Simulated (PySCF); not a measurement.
Compound: C2H6OSi.
Geometry (GFN2-xTB, Å), atoms numbered from 1 in this order:
```xyz
10
C2H6OSi angstrom
C      1.4279   -0.3029    0.0276
Si    -0.1503    0.7374    0.0169
C     -1.6759   -0.4294   -0.0619
O     -1.6171   -1.6317   -0.1049
H      2.3158    0.3218    0.0734
H      1.4985   -0.9161   -0.8675
H      1.4488   -0.9741    0.8827
H     -0.3138    1.5328    1.2386
H     -0.2481    1.6078   -1.1596
H     -2.6770    0.0592   -0.0677
```

Lines to be assigned: C 1s: 290.44 (area 1), 293.08 (area 1) eV; O 1s: 538.29 eV; Si 1s: 1846.53 eV; Si 2p3/2: 106.85 eV.

The calculation used PySCF, delta-SCF UKS SCAN, pcX-2 on the ionised atom, pcseg-1 elsewhere, spin-free X2C. Geometry: GFN2-xTB, one conformer, isolated molecule.

(1) Assign the C 1s lines to atoms.

Answers

(1) 290.44 eV: C1 (Si-methyl carbon); 293.08 eV: C3 (carbonyl carbon). The listed C 1s values span 2.64 eV, from C1 (bonded to 3 H and Si) to C3 (bonded to O (double bond), H and Si). Summing the Pauling electronegativity differences to the bonded atoms, each weighted by its formal bond order, gives -1.70 for the lowest site and +0.78 for the highest.

Bonded neighbours of each site: C1: 3 H and Si; Si2: 2 C and 2 H; C3: O (double bond), H and Si; O4: C (double bond).

Question: What is the longest wavelength that can ionise Si 1s of Si2 vertically?

Answer: λ = hc/E = 12398.42 eV Å / 1846.53 eV = 6.714 Å.

The unrestricted hole states depart most from a pure doublet (⟨S²⟩ = 0.75; over 0.85 named) for C 1s of C3 (0.88), which makes this value less certain. For 2p shells one spin-free hole was relaxed; a mean-field spin–orbit operator and the ground-state splitting of the three 2p orbitals were then diagonalised within the shell. The shell's mean is (2 × 2p3/2 + 2p1/2)/3, and the degeneracies 2j + 1 give areas of 2:1. 2p1/2 minus 2p3/2 (ligand field included): Si 0.62 eV.

Time: 21 s of wall time; peak memory 0.38 GiB. Hardware: Arm Neoverse V1, one thread, on a shared host.
